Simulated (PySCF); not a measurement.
Choosing a molecule for a target property.

Species are written as SMILES; each is one conformer at its optimised geometry, gas phase, non-relativistic unless stated; the electronic structure was computed with PySCF and density fitting.

(1) Wanted: HOMO energy below -10 eV (PBE0/def2-SVPD) and lowest singlet excitation below 5.5 eV (TDDFT PBE0/def2-SVPD), at PBE0-D3(BJ)/def2-SVP geometries. Which candidate meets both?
A. `B[C@@H]1[C@@H](F)[C@H]2C[C@@H]1[C@@H]2C`
B. `N#[C][Ga]([C]#N)[C]#N`
C. `B1C[C@@H](CC=C)[C@H](F)C1`
D. `[C@@H]1(C=C)BC[C@@H](F)[C@H]1C`

## Answers

(1) B. Computed values:
```csv
species,HOMO energy,lowest singlet excitation
N#[C][Ga]([C]#N)[C]#N,-10.89 eV,5.21 eV
B[C@@H]1[C@@H](F)[C@H]2C[C@@H]1[C@@H]2C,-8.43 eV,5.42 eV
B1C[C@@H](CC=C)[C@H](F)C1,-7.45 eV,5.59 eV
[C@@H]1(C=C)BC[C@@H](F)[C@H]1C,-7.17 eV,4.77 eV
```
